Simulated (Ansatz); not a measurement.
Reaction (atomization): `[OH][In]([SH])[SH]` → 3 H• + In• + O• + 2 S•

Program: Ansatz. Geometries: PBE0-D4/def2-TZVP. ΔE: electronic, gas phase. CCSD(T)/CBS is the MP2 limit (def2-TZVPP, def2-QZVPP) plus CCSD(T) − MP2 in def2-TZVPP, frozen cores. This one scheme is used for every species, atoms too. Functionals use def2-TZVPP. Open shells (•) are unrestricted, without spin–orbit coupling. Spin–orbit coupling would lower the free atoms: a little for O, S; strongly for In. Elements past krypton have def2 core potentials. For In outer-core shells are correlated without core-valence functions, so the limit isn't a true one: a few kJ/mol of doubt a bond, and 10 to 20 or more in all where bonds break to atoms. Each species was taken in one conformer, which may not be the lowest.

Question: What is ΔE at CCSD(T)/CBS? (Estimate.)

Answer: Ansatz gave: +21.23 eV.

Question: What do these levels give: revPBE-D4, B97M-V, r2SCAN0, SCS-MP2/def2-TZVPP, SCS-MP2/def2-QZVPP, HF/CBS(def2)? (Estimate.)

Answer: Ansatz gave: revPBE-D4 20.59, B97M-V 21.21, r2SCAN0 20.48, SCS-MP2/def2-TZVPP 20.54, SCS-MP2/def2-QZVPP 21.10, HF/CBS(def2) 13.81 eV.

Largest T1 diagnostic among the species: 0.015.

From BLYP to BHLYP (50 % exact exchange), in def2-TZVPP and without D4, ΔE moves by −0.73 eV: exact exchange takes away binding that semilocal exchange gives to molecules. At CCSD(T), def2-SVP lies −2.26 eV from the extrapolated value and def2-TZVPP −0.86 eV: correlation converges slowly with the basis, and small sets miss more of it in the bonded molecule than in its fragments.

For atomizations the MP2-based limit and the directly extrapolated one differ by several kJ/mol either way, and by 10 to 25 for some Ge, Se and Sn compounds, so smaller differences from it don't rank the levels.
